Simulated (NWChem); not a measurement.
Program: NWChem. System: C$_{3}$H$_{8}$N, charge 0, spin multiplicity 2, displaced from the optimised geometry. The structure started from a generated list of species. Its SCF solution wasn't tested for a lower state. Level: ULDA (SVWN5)/def2-SVP.

Input file:

```
start mol
memory heap 200 mb stack 900 mb global 1100 mb
geometry units angstroms nocenter noautoz
  C     -1.234536     0.777983     0.000000
  N     -0.161619    -0.133100     0.000000
  C      0.605178    -0.289849    -1.240141
  C      0.605178    -0.289849     1.240141
  H     -1.791470     0.892810     0.958173
  H     -1.791470     0.892810    -0.958173
  H      1.329296     0.561972    -1.420826
  H     -0.093631    -0.337742    -2.116833
  H      1.194007    -1.246045    -1.213073
  H     -0.093631    -0.337742     2.116833
  H      1.194007    -1.246045     1.213073
  H      1.329296     0.561972     1.420826
  symmetry group Cs
end
basis spherical
  * library def2-svp
end
dft
  xc slater vwn_5
  odft
  mult 2
  semidirect memsize 60000000 filesize 0
  iterations 100
  convergence energy 1e-4 density 1e-3 gradient 5e-3
end
task dft gradient
```

Part of the output:

```
             Northwest Computational Chemistry Package (NWChem) 7.3.0
             --------------------------------------------------------

                                NWChem Input Module
                                -------------------

 Scaling coordinates for geometry "geometry" by  1.889725989
 (inverse scale =  0.529177249)

 Turning off AUTOSYM since
 SYMMETRY directive was detected!

                             Geometry "geometry" -> ""
                             -------------------------

 Output coordinates in angstroms (scale by  1.889725989 to convert to a.u.)

  No.       Tag          Charge          X              Y              Z
 ---- ---------------- ---------- -------------- -------------- --------------
    1 C                    6.0000    -1.23453600     0.77798300     0.00000000
    2 N                    7.0000    -0.16161900    -0.13310000     0.00000000
    3 C                    6.0000     0.60517800    -0.28984900    -1.24014100
    4 C                    6.0000     0.60517800    -0.28984900     1.24014100
    5 H                    1.0000    -1.79147000     0.89281000     0.95817300
    6 H                    1.0000    -1.79147000     0.89281000    -0.95817300
    7 H                    1.0000     1.32929600     0.56197200    -1.42082600
    8 H                    1.0000    -0.09363100    -0.33774200    -2.11683300
    9 H                    1.0000     1.19400700    -1.24604500    -1.21307300
   10 H                    1.0000    -0.09363100    -0.33774200     2.11683300
   11 H                    1.0000     1.19400700    -1.24604500     1.21307300
   12 H                    1.0000     1.32929600     0.56197200     1.42082600

 Effective nuclear repulsion energy (a.u.)     128.0191667497

            Nuclear Dipole moment (a.u.)
            ----------------------------
        X                 Y               Z
 ---------------- ---------------- ----------------
    -0.0000170075     0.0000000000     0.0000000000

      Symmetry information
      --------------------

 Group name             Cs
 Group number              2
 Group order               2
[...]
          AO basis - number of functions:    96
                     number of shells:    48
          Convergence on energy requested:  1.00D-04
          Convergence on density requested:  1.00D-03
          Convergence on gradient requested:  5.00D-03

              XC Information
              --------------
                        Slater Exchange Functional  1.000 local
                      VWN V Correlation Functional  1.000 local

             Grid Information
             ----------------
          Grid used for XC integration:  medium
          Radial quadrature: Mura-Knowles
          Angular quadrature: Lebedev.
          Tag              B.-S. Rad. Rad. Pts. Rad. Cut. Ang. Pts.
          ---              ---------- --------- --------- ---------
          C                   0.70       49          10.0       434
          N                   0.65       49           7.0       434
          H                   0.35       45          11.0       434
          Grid pruning is: on
          Number of quadrature shells:   327
          Spatial weights used:  Erf1

          Convergence Information
          -----------------------
          Convergence aids based upon iterative change in
          total energy or number of iterations.
          Levelshifting, if invoked, occurs when the
          HOMO/LUMO gap drops below (HL_TOL):  1.00D-02
          DIIS, if invoked, will attempt to extrapolate
          using up to (NFOCK): 10 stored Fock matrices.

                    Damping( 0%)  Levelshifting(0.5)       DIIS
                  --------------- ------------------- ---------------
          dE  on:    start            ASAP                start
          dE off:    2 iters        100 iters           100 iters

      Screening Tolerance Information
      -------------------------------
          Density screening/tol_rho:  1.00D-10
          AO Gaussian exp screening on grid/accAOfunc:   9
          CD Gaussian exp screening on grid/accCDfunc:  20
          XC Gaussian exp screening on grid/accXCfunc:  20
          Schwarz screening/accCoul:  1.00D-08

                            NWChem DFT Gradient Module
                            --------------------------

  charge          =   0.00
  wavefunction    = open shell

  Using symmetry

                         DFT ENERGY GRADIENTS

    atom               coordinates                        gradient
                 x          y          z           x          y          z
   1 C      -2.332935   1.470175   0.000000   -0.014398   0.015772   0.000000
   2 N      -0.305416  -0.251523   0.000000   -0.002457  -0.011947   0.000000
   3 C       1.143621  -0.547735  -2.343527    0.007968  -0.001114  -0.014251
   4 C       1.143621  -0.547735   2.343527    0.007968  -0.001114   0.014251
   5 H      -3.385387   1.687166   1.810684   -0.004699   0.001427   0.005518
   6 H      -3.385387   1.687166  -1.810684   -0.004699   0.001427  -0.005518
   7 H       2.512005   1.061973  -2.684972    0.004617   0.004490  -0.001678
   8 H      -0.176937  -0.638240  -4.000234   -0.003411  -0.000722  -0.006262
   9 H       2.256346  -2.354684  -2.292376    0.003953  -0.005993  -0.000880
  10 H      -0.176937  -0.638240   4.000234   -0.003411  -0.000722   0.006262
  11 H       2.256346  -2.354684   2.292376    0.003953  -0.005993   0.000880
  12 H       2.512005   1.061973   2.684972    0.004617   0.004490   0.001678

                 ----------------------------------------
                 |  Time  |  1-e(secs)   |  2-e(secs)   |
                 ----------------------------------------
                 |  CPU   |       0.00   |       0.60   |
                 ----------------------------------------
                 |  WALL  |       0.00   |       0.60   |
                 ----------------------------------------

 Task  times  cpu:        2.0s     wall:        2.0s

 Total times  cpu:        2.1s     wall:        2.1s
```
